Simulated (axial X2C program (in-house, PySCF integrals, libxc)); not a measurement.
# MgSn: cheaper levels and CCSD(T), 2c

Computed with an in-house relativistic program for diatomic molecules. Two-component (2c) means X2C with spin–orbit coupling and atomic mean-field two-electron Coulomb and Gaunt terms. Basis: Sn dyall-cv3z [11s12p9d4f1g], Mg dyall-cv3z [9s8p6d3f] (cores contracted in-house); Gaussian nuclei, density fitting, unrestricted open shells. Masses: Sn 119.902 u, Mg 23.985 u.

State: Ω = 1 (⟨Sz⟩ = 0.96, ⟨Lz⟩ = 0.04 at HF); fragments Sn + Mg.

```csv
level,Re (Å),ωe (cm⁻¹)
PBE0,2.770,218.9
HF,2.855,200.0
CCSD,2.830,200.2
BP86,2.771,218.0
```

Correlated methods: 6 electrons correlated (number of frozen shells: Sn 4 s, 3 p, 2 d; Mg 2 s, 1 p), 304 virtual spin orbitals or spinors in MP2, 88 natural virtuals in coupled cluster.

CCSD(T), same Hamiltonian and basis:

Re = 2.818 Å, ωe = 207.7 cm⁻¹; T1 = 0.076 (Lee–Taylor normalisation).

Q: Give the differences from CCSD(T) in the columns below.

A: 

| level | ΔRe (Å) | Δωe (cm⁻¹) |
| --- | --- | --- |
| PBE0 | -0.048 | 11.2 |
| HF | 0.037 | -7.7 |
| CCSD | 0.012 | -7.5 |
| BP86 | -0.047 | 10.3 |

One determinant describes the state; a PBE0 search over occupations chose it and may have missed a lower one. De is not given where an atomic determinant may have missed its ground term or J level, or where the truncated virtual space spoils (T). Density functionals use the spin component along the axis (collinear). Coupled cluster ran in a truncated set of natural virtual spinors; the MP2 energy of the rest was added. (T) has no such correction and the atoms are truncated less, which lowers De at CCSD(T) by a hundredth of an eV or more. PBE0 can misorder states that lie within some tenths of an eV, so this need not be the ground state of the molecule. The nearest other 2c determinant of the search, Ω = 0, lies 0.38 eV up at the distance of the search. The functionals have no current-density term, which raises determinants with orbital currents, atoms included. With several unpaired electrons one determinant need not be a pure state. Open-shell Ω = 0 determinants with evenly filled partner blocks cannot be reached by this program, so the Ω shown need not be the lowest component. This is the Ω = 1 component of a π² triplet; the 0⁺ component is not one determinant and can lie lowest. The determinant is spin-polarised beyond a pure state at some levels (its spin-free form has ⟨S²⟩ too high), which makes Re and μ there less reliable. The T1 diagnostic is large, a sign of multireference character. With the outer-core shells frozen, correlated bond lengths of heavy atoms tend to come out a few hundredths of an ångström too long.
